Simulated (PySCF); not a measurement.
PySCF input (M06-2X/def2-TZVPD):

```python
from pyscf import gto, scf, dft

mol = gto.M(
    atom='''
    B    -0.00000000   -0.00000000   -0.76882027
    N     0.00000000    0.00000000    0.54915734
    ''',
    basis='def2-tzvpd',
    charge=-1,
    spin=1,
    symmetry='C2v',
    verbose=4,
)

mf = dft.UKS(mol, xc='m062x').density_fit(auxbasis='def2-universal-jkfit')
mf.grids.level = 4
mf.conv_tol = 1e-9
mf.max_cycle = 100
mf.max_memory = 1500
mf.kernel()
if not mf.converged:
    mf = mf.newton()
    mf.kernel(mf.make_rdm1())
mf.analyze()
```

End of the output:

```
Extra cycle  E= -79.5169154479738  delta_E= 2.15e-12  |g|= 1.1e-05  |ddm|= 0.000117
converged SCF energy = -79.5169154479738  <S^2> = 0.77044353  2S+1 = 2.0203401
**** SCF Summaries ****
Total Energy =                         -79.516915447973801
Nuclear Repulsion Energy =              14.052744327121005
One-electron Energy =                 -138.384040633724680
Two-electron Energy =                   44.814380858629882
Two-electron Coulomb Energy =           55.812862911130601
DFT Exchange-Correlation Energy =      -10.998482052500719
HOMO-LUMO gap [eV] =                     4.331641805315749
Wave-function symmetry = A1
alpha occupancy for each irrep:     A1   A2   B1   B2
                                     5    0    1    1
beta  occupancy for each irrep:     A1   A2   B1   B2
                                     4    0    1    1
**** MO energy ****
alpha MO #1 (A1 #1), energy= -14.4676984456597 occ= 1
alpha MO #2 (A1 #2), energy= -6.80239730850837 occ= 1
alpha MO #3 (A1 #3), energy= -0.592779477822232 occ= 1
alpha MO #4 (A1 #4), energy= -0.172190459646675 occ= 1
alpha MO #5 (A1 #5), energy= -0.0877998417755048 occ= 1
alpha MO #6 (B1 #1), energy= -0.0702296916199859 occ= 1
alpha MO #7 (B2 #1), energy= -0.0702296916199861 occ= 1
alpha MO #8 (A1 #6), energy= 0.167809590723195 occ= 0
alpha MO #9 (B1 #2), energy= 0.256730018098842 occ= 0
alpha MO #10 (B2 #2), energy= 0.256730018098842 occ= 0
alpha MO #11 (A1 #7), energy= 0.273542784389553 occ= 0
alpha MO #12 (A2 #1), energy= 0.32096706699764 occ= 0
alpha MO #13 (A1 #8), energy= 0.320967068712726 occ= 0
alpha MO #14 (A1 #9), energy= 0.334606119705576 occ= 0
alpha MO #15 (B1 #3), energy= 0.338915782440285 occ= 0
alpha MO #16 (B2 #3), energy= 0.338915782440284 occ= 0
alpha MO #17 (A1 #10), energy= 0.397503952880601 occ= 0
alpha MO #18 (B1 #4), energy= 0.410351069325002 occ= 0
alpha MO #19 (B2 #4), energy= 0.410351069325003 occ= 0
alpha MO #20 (A1 #11), energy= 0.413943810074436 occ= 0
alpha MO #21 (A1 #12), energy= 0.620158681315379 occ= 0
alpha MO #22 (A1 #13), energy= 0.621612325622313 occ= 0
alpha MO #23 (A2 #2), energy= 0.621612352004709 occ= 0
alpha MO #24 (B1 #5), energy= 0.636735141234142 occ= 0
alpha MO #25 (B2 #5), energy= 0.636735141234142 occ= 0
alpha MO #26 (A1 #14), energy= 0.771030019050785 occ= 0
alpha MO #27 (A2 #3), energy= 0.800565796778707 occ= 0
alpha MO #28 (A1 #15), energy= 0.800565820887435 occ= 0
alpha MO #29 (A1 #16), energy= 0.829157518095853 occ= 0
alpha MO #30 (B1 #6), energy= 0.849979882455012 occ= 0
alpha MO #31 (B2 #6), energy= 0.849979882455019 occ= 0
alpha MO #32 (B1 #7), energy= 0.909512096274433 occ= 0
alpha MO #33 (B2 #7), energy= 0.909512096274435 occ= 0
alpha MO #34 (A1 #17), energy= 0.94853526681055 occ= 0
alpha MO #35 (A1 #18), energy= 1.09843825301667 occ= 0
alpha MO #36 (A1 #19), energy= 1.17421718715541 occ= 0
alpha MO #37 (B1 #8), energy= 1.33645584258959 occ= 0
alpha MO #38 (B2 #8), energy= 1.3364558425896 occ= 0
alpha MO #39 (A1 #20), energy= 1.55108062793654 occ= 0
alpha MO #40 (A1 #21), energy= 1.61004171497241 occ= 0
alpha MO #41 (A2 #4), energy= 1.61004199933113 occ= 0
alpha MO #42 (B1 #9), energy= 1.69811394159736 occ= 0
alpha MO #43 (B2 #9), energy= 1.69811394159736 occ= 0
alpha MO #44 (B1 #10), energy= 1.95660186951335 occ= 0
alpha MO #45 (B2 #10), energy= 1.95660186951334 occ= 0
alpha MO #46 (A1 #22), energy= 2.02920060451044 occ= 0
alpha MO #47 (A1 #23), energy= 2.12962769033567 occ= 0
alpha MO #48 (A2 #5), energy= 2.12962834721976 occ= 0
alpha MO #49 (A1 #24), energy= 2.17818728224068 occ= 0
alpha MO #50 (A2 #6), energy= 2.17818831409614 occ= 0
alpha MO #51 (B1 #11), energy= 2.21374866503716 occ= 0
alpha MO #52 (B2 #11), energy= 2.21374866503717 occ= 0
alpha MO #53 (A1 #25), energy= 2.26751090243475 occ= 0
alpha MO #54 (B1 #12), energy= 2.46726184653276 occ= 0
alpha MO #55 (B2 #12), energy= 2.46726184653276 occ= 0
alpha MO #56 (A1 #26), energy= 2.5454372407838 occ= 0
alpha MO #57 (B1 #13), energy= 2.83454168701004 occ= 0
alpha MO #58 (B2 #13), energy= 2.83454168701005 occ= 0
alpha MO #59 (A1 #27), energy= 3.01844005101056 occ= 0
alpha MO #60 (A1 #28), energy= 3.45856624660004 occ= 0
alpha MO #61 (B1 #14), energy= 4.25073612140873 occ= 0
alpha MO #62 (B2 #14), energy= 4.25073612140874 occ= 0
alpha MO #63 (A1 #29), energy= 4.50650572815581 occ= 0
alpha MO #64 (A2 #7), energy= 4.50650727653933 occ= 0
alpha MO #65 (B1 #15), energy= 4.85458067086965 occ= 0
alpha MO #66 (B2 #15), energy= 4.85458067086964 occ= 0
alpha MO #67 (A1 #30), energy= 4.99952094085216 occ= 0
alpha MO #68 (A2 #8), energy= 4.99953795963986 occ= 0
alpha MO #69 (A1 #31), energy= 5.12718674879907 occ= 0
alpha MO #70 (B1 #16), energy= 5.22603959921672 occ= 0
alpha MO #71 (B2 #16), energy= 5.22603959921671 occ= 0
alpha MO #72 (A1 #32), energy= 5.52092790229741 occ= 0
alpha MO #73 (A1 #33), energy= 14.2272777529313 occ= 0
alpha MO #74 (A1 #34), energy= 32.1502032129266 occ= 0
beta  MO #1 (A1 #1), energy= -14.4674117442521 occ= 1
beta  MO #2 (A1 #2), energy= -6.79503487579405 occ= 1
beta  MO #3 (A1 #3), energy= -0.583445148657557 occ= 1
beta  MO #4 (A1 #4), energy= -0.12751410364522 occ= 1
beta  MO #5 (B1 #1), energy= -0.0650471797879864 occ= 1
beta  MO #6 (B2 #1), energy= -0.0650471797879867 occ= 1
beta  MO #7 (A1 #5), energy= 0.0941377217871135 occ= 0
beta  MO #8 (A1 #6), energy= 0.187894078989098 occ= 0
beta  MO #9 (A1 #7), energy= 0.202701191981681 occ= 0
beta  MO #10 (B1 #2), energy= 0.219445407078031 occ= 0
beta  MO #11 (B2 #2), energy= 0.219445407078029 occ= 0
beta  MO #12 (A1 #8), energy= 0.290299619510517 occ= 0
beta  MO #13 (A2 #1), energy= 0.290299622545207 occ= 0
beta  MO #14 (A1 #9), energy= 0.318722890913289 occ= 0
beta  MO #15 (B1 #3), energy= 0.325309055432699 occ= 0
beta  MO #16 (B2 #3), energy= 0.325309055432696 occ= 0
beta  MO #17 (A1 #10), energy= 0.374165130366315 occ= 0
beta  MO #18 (B1 #4), energy= 0.400895678584516 occ= 0
beta  MO #19 (B2 #4), energy= 0.400895678584515 occ= 0
beta  MO #20 (A1 #11), energy= 0.409467699564384 occ= 0
beta  MO #21 (A1 #12), energy= 0.572599992728458 occ= 0
beta  MO #22 (A1 #13), energy= 0.614019496322889 occ= 0
beta  MO #23 (A2 #2), energy= 0.614019554416838 occ= 0
beta  MO #24 (B1 #5), energy= 0.636864035132451 occ= 0
beta  MO #25 (B2 #5), energy= 0.63686403513245 occ= 0
beta  MO #26 (A1 #14), energy= 0.745396363839683 occ= 0
beta  MO #27 (A1 #15), energy= 0.795187726811783 occ= 0
beta  MO #28 (A2 #3), energy= 0.795187865139926 occ= 0
[...]
```

This state (charge -1, doublet) is run at the relaxed geometry of the species with charge 0 and multiplicity 3.
